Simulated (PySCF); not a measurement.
Bonds (- single, = double, # triple, : aromatic): N1#C2 1.139 Å, C2-C3 1.459 Å, C3-F4 1.365 Å, C3-C5 1.548 Å, C5-F6 1.345 Å, C5-F7 1.351 Å, C5-C8 1.559 Å, C8-F9 1.336 Å, C8-F10 1.325 Å, C8-F11 1.327 Å. C3 carries H12. Stereochemistry as in N#C[C@H](F)C(F)(F)C(F)(F)F.

Level of theory: geometry: GFN2-xTB, σ from GIAO-PBE0/pcSseg-1, in PySCF (one conformer, isolated molecule, no relativistic terms, rapidly exchanging positions averaged).

Shifts are taken against calculated references (same method and geometry level): ¹³C, ¹H vs TMS; NH3 for ¹⁵N; ¹⁹F vs CFCl3.

```tsv
atoms	nucleus	count	Hirshfeld charge	δ (ppm)
N1	¹⁵N	1	-0.17	329.0
C2	¹³C	1	0.07	115.0
C5	¹³C	1	0.16	118.9
F4	¹⁹F	1	-0.08	?
H12	¹H	1	0.07	?
C8	¹³C	1	0.24	128.0
F7	¹⁹F	1	-0.08	?
F9/F10/F11	¹⁹F	3	-0.08	-94.6
F6	¹⁹F	1	-0.07	-141.9
C3	¹³C	1	0.07	81.2
```

Fill in the missing shifts.

Results:


- H12: 5.61 ppm, hydrogen on an sp3 CH bonded to F, α to a nitrile; its carbon carries F, which withdraws density
- F7: -133.7 ppm, fluorine of a CF2 group
- F4: -232.1 ppm, fluorine on an sp3 carbon

Shifts are as computed. Against solution values, carbons near 30 ppm lie about +3 ppm off and those near 130 ppm about +5 ppm (rms about the fit 2.1 ppm; single classes can miss by 10 ppm). Of 1328 compounds with measured shifts, 309 miss one by over three times the rms of a fit or turn the order of signals round; such compounds aren't used in these exercises. Signals without a measured value on file couldn't be tested in this way; 1H shifts scatter by 0.2 ppm about their fit, and single ones miss by 0.5 ppm. Unscaled 19F shifts against computed CFCl3 carry errors that often reach 10 to 50 ppm. Experimental scales use liquid or dissolved standards, which lie at an offset from isolated NH3 (liquid NH3: subtract about 20 ppm). Unscaled 15N shifts of sp2 nitrogen often come out too high even then, by a few to some tens of ppm.
